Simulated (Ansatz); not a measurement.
Cost and result up the ladder for ZnMe(NH2) (CH₅NZn) (8 atoms). Total charge 0; singlet. Geometry: r2SCAN-D4/def2-TZVP.

```csv
atom,x (Å),y (Å),z (Å)
Zn1,-0.1561,0.2500,0.0524
C2,0.8066,-1.3442,-0.4033
H3,1.3232,-1.7606,0.4644
H4,1.5522,-1.1368,-1.1753
H5,0.1274,-2.1071,-0.7920
N6,-1.1027,1.7746,0.3385
H7,-0.6000,2.6033,0.6280
H8,-1.9507,1.7208,0.8873
```

Ansatz on 4 threads of Intel Xeon on a shared host. Times are rough, and most runs start from the orbitals of an earlier one. CAM-B3LYP-D4/def2-TZVP serves as the yardstick here, not as an exact answer. Differences are given only for rows in sets of like size (and for xTB, whose basis is part of the method), since another set adds its own error. Binding counts from free atoms at the same level (Zn singlet, C triplet, H doublet, N quartet; other spins of the atoms weren't run), without zero-point energy or a counterpoise term.

LC-ωPBE has ω = 0.4 bohr⁻¹. HSE06 is defined as in plane-wave codes, on full-range PBE exchange. Correlated methods freeze 11 core orbitals.

Correlated methods converge slowly with the basis.

```
                          level  functions  wall time  binding energy per atom (eV)  difference from CAM-B3LYP-D4/def2-TZVP (eV)
                      HF/STO-3G         33     0.35 s                          2.91                                            –
                PBE-D4/def2-SVP         84      1.2 s                          3.28                                            –
               PBE0-D4/def2-SVP         84      1.6 s                          3.22                                            –
              BLYP-D4/def2-TZVP        140      1.6 s                          3.20                                        -0.04
               PBE-D4/def2-TZVP        140      2.1 s                          3.27                                         0.03
             BHLYP-D4/def2-TZVP        140      2.3 s                          3.11                                        -0.12
             HSE06-D4/def2-TZVP        140      3.1 s                          3.21                                        -0.02
              LC-ωPBE/def2-TZVP        140      3.1 s                          3.25                                         0.01
PBE0-D4/def2-TZVP (with forces)        140      3.3 s                          3.21                                        -0.02
            r2SCAN-D4/def2-TZVP        140      3.4 s                          3.22                                        -0.01
           r2SCANh-D4/def2-TZVP        140      3.4 s                          3.20                                        -0.03
         CAM-B3LYP-D4/def2-TZVP        140      3.5 s                          3.24                                         0.00
               B97M-V/def2-TZVP        140      5.5 s                          3.19                                        -0.04
             CCSD(T)/def2-TZVPP        196       48 s                          3.14                                        -0.09
```
